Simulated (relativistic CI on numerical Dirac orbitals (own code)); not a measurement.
## Pm3+: 5s photoemission

Computed with this model: Dirac-Coulomb-Breit CI, KLI orbitals optimised for each configuration, model QED (radiative potential, 1s self-energy scaled to tabulated hydrogen-like ionisation energies), multiplet model of photoemission in the sudden approximation, unscaled Slater integrals; configurations [Xe] 4f4 → [Kr] 4d10 4f4 5s 5p6; 300 K; Lorentzian 1.05 eV and Gaussian 0.6 eV FWHM. Energies are those of the free ion, without screening or charge transfer. The energies are binding energies and can lie tens of eV above those of solids. Without intra-shell correlation the exchange splitting of an s hole comes out too large, often by half or more. S is read from ⟨S²⟩ = S(S + 1).

free ion: ground-state S = 1.98, centroid 78.50 eV. Peaks (eV, height): 77.4 (100), 80.2 (64).

Strongest unbroadened transitions for free ion:

```csv
Energy (eV),Relative strength
77.31,0.1
77.36,100.0
77.46,0.1
77.49,38.5
80.08,0.0
80.13,0.0
80.26,85.2
80.37,0.0
80.62,0.5
80.85,0.0
81.01,0.7
82.60,0.0
82.76,0.0
```
